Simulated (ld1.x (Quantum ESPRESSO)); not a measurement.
**Ranking TM semilocal potentials for Ru (Z = 44)**

All share these settings but for the change named:

```json
{
  "Element": "Ru (Z = 44)",
  "Generator": "ld1.x (Quantum ESPRESSO) 7.5",
  "Type": "norm-conserving Troullier–Martins (semilocal form)",
  "Functional": "PBE",
  "Relativity": "scalar-relativistic",
  "Frozen core": "[Ar] 3d10",
  "Valence charge": "16",
  "Reference configuration": "4s2 4p6 4d7 5s1 5p0",
  "Partial waves": "4s (bound): rc 1.15 bohr; 4d (bound): rc 2.25 bohr; 4p (bound): rc 1.85 bohr",
  "Local potential": "the p channel",
  "Core correction": "none"
}
```

Occupied shells without a wave of their own: 5s. They enter only through the test configuration that unscreens the potential.

Test errors are all-electron minus pseudo excitation energies from the reference, over 4s2 4p6 4d7 5s0 5p0; 4s2 4p6 4d6 5s0 5p0; 4s2 4p6 4d5 5s0 5p0; 4s2 4p5 4d7 5s1 5p0; 4s1 4p6 4d7 5s1 5p0; 4s2 4p6 4d8 5s0 5p0; 4s2 4p6 4d7 5s0.5 5p0. None of these files shows a bound ghost.

The base gives 327.6 meV.

Of 10 variants that were run, those that failed, showed a ghost or another fault, or gave nearly equal values are left out.

A variant can come out equal or close to the base, since the largest error may sit in a test that the change hardly touches while other tests move.

Q: Rank these variants by their largest absolute test error, smallest first.
A. wave 4d (bound): rc 2.25 bohr becomes 4d (bound): rc 2.26 bohr
B. wave 4d (bound): rc 2.25 bohr becomes 4d (bound): rc 3.00 bohr
C. wave 4d (bound): rc 2.25 bohr becomes 4d (bound): rc 1.48 bohr
D. wave 4d (bound): rc 2.25 bohr becomes 4d (bound): rc 3.14 bohr
E. wave 4d (bound): rc 2.25 bohr becomes 4d (bound): rc 3.42 bohr

A: C (287.8 meV), A (327.6 meV), B (421.9 meV), D (503.2 meV), E (681.3 meV).
